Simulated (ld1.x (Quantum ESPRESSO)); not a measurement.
## What one change does to a pseudopotential (silicon, RRKJ)

silicon (Si), norm-conserving RRKJ (Kleinman–Bylander form), made with ld1.x (Quantum ESPRESSO) 7.5 (BP86, scalar-relativistic). Core [Ne], reference 3s2 3p0 (charge +2). Waves: 3p (bound, empty): rc 2.00 bohr; 3d channel at -0.05 Ry: rc 1.75 bohr; 3s (bound): rc 1.85 bohr. Local part: the s channel. Core correction: Bessel-smoothed model core inside 1.10 bohr. rho0 = 0.02.

Change: wave 3s (bound): rc 1.85 bohr becomes 3s (bound): rc 2.60 bohr.

Cutoffs: the cutoffs (Ry, on a coarse ladder) from which the occupation-weighted sum of valence levels, in a spherical-Bessel basis at the reference potential, stays within 10 and 1 mRy of its value at 400 Ry; they do not see the model core or the augmentation charge, which bear on the density cutoff. Errors are all-electron minus pseudo energies relative to the spin-unpolarised reference configuration.

Predict the effect on cutoff, ghosts and configuration errors.

The potential gets softer (15 Ry and 40 Ry → 10 Ry and 21 Ry); of the 7 tests that both files solve, the error grows in 7 and shrinks in 0 by more than 15 % and 0.3 meV (median size 21.4 → 70.6 meV); neither file shows a bound ghost. A larger radius leaves more room for a smooth pseudo-wave, so fewer plane waves are needed. More of the atom is replaced by a form fitted at one configuration, so other configurations suffer.

| quantity | base | changed |
| --- | --- | --- |
| cutoff, loose | 15 Ry | 10 Ry |
| cutoff, tight | 40 Ry | 21 Ry |
| bound ghosts | none | none |
| error for 3s2 3p2, meV [ΔE -23.94 eV] | +32 | +101 |
| error for 3s2 3p1, meV [ΔE -16.10 eV] | +14 | +38 |
| error for 3s1 3p0, meV [ΔE 34.12 eV] | +4.0 | -54 |
| error for 3s2 3p2.3, meV [ΔE -24.90 eV] | +36 | +115 |
| error for 3s1 3p2, meV [ΔE -8.66 eV] | +5.2 | +14 |
| error for 3s2 3p1.5, meV [ΔE -20.97 eV] | +24 | +71 |
| error for 3s1 3p3, meV [ΔE -17.12 eV] | +21 | +73 |

Changed file: The cutoffs count occupied waves only; the empty 3p level needs 15 Ry at the loose tolerance.
